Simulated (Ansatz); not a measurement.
System: AgCl, charge 1, doublet. AgCl+ (parent SMILES [Ag][Cl], doublet).
B3LYP-D3(BJ)/def2-TZVP minimum from Ansatz (an electronic-structure program):
```
Ag
Cl 1 2.4552
```
Charge +1, spin multiplicity 2.

Total energies in def2-TZVPP, 17 correlated electrons, 9 frozen orbitals. Radicals and triplets start from unrestricted determinants; spin-orbit coupling is neglected. Correlated methods leave the cores frozen (noble-gas shells, and filled d and f shells in the p block). Past Kr the def2 sets carry scalar-relativistic core potentials. The spin of AgCl+ (parent SMILES [Cl][Ag], doublet) was assumed, and the state is the lowest solution found for it.

```tsv
method	program	energy (Eh)	minus CCSDT(Q) (mEh)
HF	Ansatz	-605.36735	539.66
MP2	Ansatz	-605.89223	14.78
CCSD	Ansatz	-605.88876	18.25
CCSD(T)	Ansatz	-605.90662	0.38
CCSDT(Q)	Ansatz	-605.90701	0.00
```

Rough core times of Ansatz's runs on a shared machine: CCSD(T) 90 s, CCSDT(Q) 50 min.
